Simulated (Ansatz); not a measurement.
`CO[SiH2][SiH3]` → H• + `CO[SiH][SiH3]`•  (homolysis of the H–Si bond)

Isolated molecules relaxed with PBE0-D4/def2-TZVP in Ansatz; ΔE leaves out vibrations. CCSD(T)/CBS is the MP2 limit (def2-TZVPP, def2-QZVPP) plus CCSD(T) − MP2 in def2-TZVPP, frozen cores. This one scheme is used for every species, atoms too. DFT in def2-TZVPP. Open shells (•) are unrestricted, without spin–orbit coupling. One conformer a species, not always the lowest.

| species | PBE-QIDH energy (Eh) |
| --- | --- |
| `CO[SiH2][SiH3]` | -696.64449 |
| H• | -0.50179 |
| `CO[SiH][SiH3]`• | -695.99761 |

Work out ΔE.

ΔE = (-0.50179) + (-695.99761) − (-696.64449) = 0.14509 Eh = +380.9 kJ/mol. CCSD(T)/CBS gives +396.2 kJ/mol.

Largest T1 diagnostic among the species: 0.015.

Leaving LDA and LC-ωPBE aside and taking each functional with its dispersion term where it has one, the values, not all of them listed here, spread over 32.9 kJ/mol, from revPBE-D4 to ωB97M-V. LDA lies +37.5 kJ/mol from PBE without D4, its usual overbinding. From BLYP to BHLYP (50 % exact exchange), in def2-TZVPP and without D4, ΔE moves by +16.7 kJ/mol. In def2-TZVPP, CCSD(T) changes the Hartree–Fock value by +75.4 kJ/mol (the triples alone add −0.5 kJ/mol) and MP2 by +67.1 kJ/mol; breaking electron pairs costs correlation energy, which Hartree–Fock lacks.
